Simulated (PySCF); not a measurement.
# Unknown compound

An unknown has the formula C7H7F. Its calculated NMR data are:

1H NMR (500 MHz, computed): δ 7.46 (m, 2H), 7.27 (m, 2H), 2.47 (s, 3H).

13C{1H} NMR (computed): δ 171.1 (C), 138.4 (C), 135.7 (CH, 2C), 121.2 (CH, 2C), 23.4 (CH3).

- shielding tensors at PBE0/pcSseg-1 (GIAO)
- geometry from GFN2-xTB
- run in PySCF 2.14
- no relativistic terms, isolated molecule, one conformer, one averaged value for each set of equivalent atoms

Referencing at the same level of theory: TMS for 1H, 13C.

Q: Deduce the structure.

A: 
- The formula gives 4 degrees of unsaturation (1 ring in the answer).
- 5 carbon signals for 7 carbons: some carbons are equivalent by symmetry or fast rotation.
- Carbon types of the structure: 2 × C, 4 × CH, 1 × CH3, which accounts for all hydrogens.
- δC 171.1: aromatic carbon bearing fluorine; the electronegative substituent deshields the carbon that carries it.
- δC 138.4: substituted aromatic carbon.
- δC 135.7, 121.2: aromatic CH.
- δC 23.4: methyl carbon on an aromatic ring; saturated and bonded to C and H only.
- δH 7.46, 7.27: hydrogen on an aromatic CH; it sits in the deshielding region of the aromatic ring current.
- δH 2.47: hydrogen on a methyl carbon on an aromatic ring; benzylic-type position, deshielded by the ring.

The compound is 4-methyl-1-fluorobenzene (Cc1ccc(F)cc1).

The shifts were computed for this structure.

Splittings by 19F in the carbon and heteronuclear signals aren't shown, as no couplings were computed. Shifts are as computed. Against solution values, carbons near 30 ppm lie about +3 ppm off and those near 130 ppm about +5 ppm. Of 246 compounds with measured shifts, 49 miss one by over three times the rms of a fit or turn the order of signals round; such compounds aren't used in these exercises. No couplings were computed; multiplicities are counted from neighbouring protons, with m where these are inequivalent, close in shift, in a saturated or five-membered ring or joined by F or P, and br s for small geminal =CH2 splittings.
